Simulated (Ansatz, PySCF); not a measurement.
BH₃N, SMILES [BH]N (connectivity only; charge and spin as stated), charge +1, multiplicity 1. Atoms are numbered in the order given.

```xyz
5

B      0.0000     0.0000     0.7861
N      0.0000     0.0000    -0.5289
H      0.0000     0.0000     1.9563
H      0.0000    -0.8529    -1.0922
H      0.0000     0.8529    -1.0922
```
Charge +1, spin multiplicity 1.

Geometry optimised at TPSSh-D3(BJ)/def2-TZVP. The spin state was assumed, not searched. The isomer is the one that the SMILES or the coordinates give; other isomers of the formula were not compared.

Vertical ionisation energy (IE) and electron affinity (EA) in eV. Rows of orbital energies are one-electron estimates. Where ΔSCF, EOM or ADC give a negative EA the extra electron is unbound and the value depends on the basis.

| level | IE | EA |
|---|---|---|
| −ε(HOMO), −ε(LUMO), ωB97X/def2-TZVPD (PySCF) | 19.43 | 6.27 |
| −ε(HOMO), −ε(LUMO), B3LYP/def2-TZVPD (PySCF) | 16.68 | 9.11 |
| −ε(HOMO), −ε(LUMO), PBE/def2-TZVPD (PySCF) | 15.54 | 9.97 |
| ADC(2)/aug-cc-pVDZ (PySCF) | 19.18 | 6.15 |
| ΔSCF, PBE0/def2-TZVPD (Ansatz), final states of multiplicity 2 and 2 | 19.93 | 6.40 |
| ΔSCF, PBE/def2-TZVPD (Ansatz), final states of multiplicity 2 and 2 | 20.14 | 6.43 |

Question: What vertical singlet–triplet gap does ΔSCF give with PBE0/def2-TZVPD (Ansatz, a program for electronic structure) and with PBE/def2-TZVPD (Ansatz)? (The exact figures need the calculation; the answer reports its results.)

Answer: 5.42 and 5.56 eV (triplet above singlet where positive).

Question: Give the lowest 1s main lines (those of the lightest heavy element) from CVS-ADC(2)-x/aug-cc-pVDZ (PySCF, non-relativistic), with pole strengths. (Estimate from the structure and the level; the computed values follow.)

Answer: 209.0 eV (1.54).

Question: Beyond the first one, list the lowest photoelectron lines from PySCF with ADC(2)/aug-cc-pVDZ with their pole strengths (two spins summed). (The exact figures need the calculation; the answer reports its results.)

Answer: 23.51 eV (1.86), 24.58 eV (1.79), 25.72 eV (1.80), 35.90 eV (1.61).
